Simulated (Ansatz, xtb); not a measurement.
## Isomers of C5H7NSi in order of energy

12 gas-phase structures of C5H7NSi, from a drawn sample of its isomers (lower ones may exist). Each was relaxed with GFN2-xTB:

A. `C=C/C=C(\[SiH3])C#N`, a singlet
B. `C=C(C#N)/C=C\[SiH3]`, a singlet
C. `C=C/C([SiH3])=C\C#N`, a singlet
D. `N#C/C=C/C=C/[SiH3]`, a singlet
E. `C=C/C([SiH3])=C/C#N`, a singlet
F. `C=C/C=C(/[SiH3])C#N`, a singlet
G. `C=C([SiH3])C(=C)C#N`, a singlet
H. `C=C(C#N)/C=C/[SiH3]`, a singlet
I. `C=C([SiH3])/C=C\C#N`, a singlet
J. `C=C([SiH3])/C=C/C#N`, a singlet
K. `C=C/C(C#N)=C\[SiH3]`, a singlet
L. `C=C/C(C#N)=C/[SiH3]`, a singlet

Problem. Which do you expect lowest at r2SCAN-D4/def2-SVP, and how would the others follow?

Solution. Calculated order at r2SCAN-D4/def2-SVP: F (0.0), D (0.7), A (1.7), C (2.8), J (2.9), E (3.5), H (3.6), L (4.2), K (4.7), I (6.7), B (6.8), G (9.2) kcal/mol. Less than 1 kcal/mol parts F and D; D and A; C and J; J and E; E and H; H and L; L and K; I and B, so the order within those pairs means little.

Energies above the lowest of each column, in kcal/mol; the last columns are at B3LYP/def2-SVP geometries and were run for some of them only (a dash: not run or not comparable):

| structure | GFN2-xTB | HF/STO-3G | r2SCAN-D4/def2-SVP | B3LYP/def2-SVP | CCSD(T)/def2-SVP + ΔMP2/def2-TZVPP |
| --- | --- | --- | --- | --- | --- |
| F | 0.0 | 0.0 | 0.0 | 0.1 | 0.0 |
| D | 1.8 | 0.0 | 0.7 | 0.0 | 1.4 |
| A | 0.3 | 1.3 | 1.7 | 2.1 | 1.9 |
| C | 2.8 | 2.6 | 2.8 | 3.6 | 2.3 |
| J | 3.1 | 2.7 | 2.9 | 3.2 | 2.5 |
| E | 2.9 | 3.2 | 3.5 | 4.5 | 3.6 |
| H | 4.4 | 1.7 | 3.6 | – | – |
| L | 4.0 | 2.1 | 4.2 | – | – |
| K | 3.8 | 2.9 | 4.7 | – | – |
| I | 4.9 | 5.3 | 6.7 | – | – |
| B | 6.5 | 5.8 | 6.8 | – | – |
| G | 6.5 | 6.2 | 9.2 | – | – |

Every level run on F puts it lowest or level with the lowest. Flexible structures stand in one conformer each, not always the lowest. Frequencies (GFN2-xTB) were run for A, C, D, E, F, J alone. ΔMP2 is the change of the MP2 energy from the smaller to the larger basis.

Over these structures GFN2-xTB departs from r2SCAN-D4/def2-SVP by 0.8 kcal/mol on average once a common shift is removed. A GFN2-xTB relaxation took about 0.087 s and the r2SCAN-D4/def2-SVP energy about 2.4 s on a shared host (Ansatz 0.2.0, xtb 6.7.1).
